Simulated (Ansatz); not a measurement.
`O[SiH](S)I` + `C=CCS` → `O[SiH](S)S` + `C=CCI`  (formal exchange of groups at the Si–I bond)

Calculated with Ansatz (gas phase, PBE0-D4/def2-TZVP geometries, no zero-point term in ΔE). CBS: MP2 limit from def2 TZ/QZ plus the TZ coupled-cluster correction, frozen cores. Elements past krypton have def2 core potentials. For I outer-core shells are correlated without core-valence functions, which leaves a few kJ/mol of doubt a bond. Each species was taken in one conformer, which may not be the lowest.

| species | MP2/def2-TZVPP energy (Eh) |
| --- | --- |
| `O[SiH](S)I` | -1060.95636 |
| `C=CCS` | -515.33534 |
| `O[SiH](S)S` | -1162.09497 |
| `C=CCI` | -414.19337 |

Question: Work out ΔE.

Answer: ΔE = (-1162.09497) + (-414.19337) − (-1060.95636) − (-515.33534) = 0.00336 Eh = +2.1 kcal/mol. CCSD(T)/CBS gives +2.3 kcal/mol.

Largest T1 diagnostic among the species: 0.012.

In def2-TZVPP, CCSD(T) changes the Hartree–Fock value by −2.4 kcal/mol (the triples alone add −0.5 kcal/mol) and MP2 by −2.0 kcal/mol. From PBE to PBE0 (25 % exact exchange), in def2-TZVPP and without D4, ΔE moves by +0.8 kcal/mol.
